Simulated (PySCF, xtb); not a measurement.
W(O)(S)(OH)(SH) (H2O2S2W), SMILES [O]=[W]([OH])(=[S])[SH], multiplicity 1.

GFN2-xTB (xtb) at its own geometry gives an orbital gap of 2.20 eV and a dipole moment of 7.28 D.

Coordinates come from a B3LYP-D3(BJ)/def2-SVP optimisation. The spin state was assumed, not searched. The structure was generated by enumeration; whether it is a known compound was not checked. The def2 effective core potentials stand for the cores of W; spin–orbit coupling is left out. One conformer was computed; it need not be the lowest.

What does r2SCAN/def2-TZVP in PySCF give? (An estimate is asked for; the answer gives what the named calculation found.)

gap 3.41 eV (levels -6.99 and -3.58 eV), dipole 2.91 D.
